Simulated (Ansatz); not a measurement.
Molecule: SnBr₄ (charge -1, doublet). 
Structure (B3LYP-D3(BJ)/def2-TZVP (Ansatz, a first-principles code) minimum search):
```
Sn
Br 1 2.6708
Br 1 2.6708 2 109.47
Br 1 2.6708 2 109.47 3 -120.00
Br 1 2.6708 2 109.47 3 120.00
```
Charge -1, spin multiplicity 2.

Basis-set convergence of Hartree-Fock and CCSD correlation energies (hartree) with Ansatz. Valence correlation only, unless marked. Open shells are spin-unrestricted. No spin-orbit coupling. The frozen core is the preceding noble-gas configuration, with the filled d and f shells of earlier blocks. Past Kr the def2 sets carry scalar-relativistic core potentials. This anion needs diffuse functions, which these sets lack.

```tsv
basis	functions	E(HF)	E(corr, CCSD)
def2-SVP	154	-10502.01961	-0.59217
def2-TZVPP	242	[?]	[?]
```

Complete the blanks.


- def2-TZVPP, E(HF): -10503.29378
- def2-TZVPP, E(corr, CCSD): -0.79481
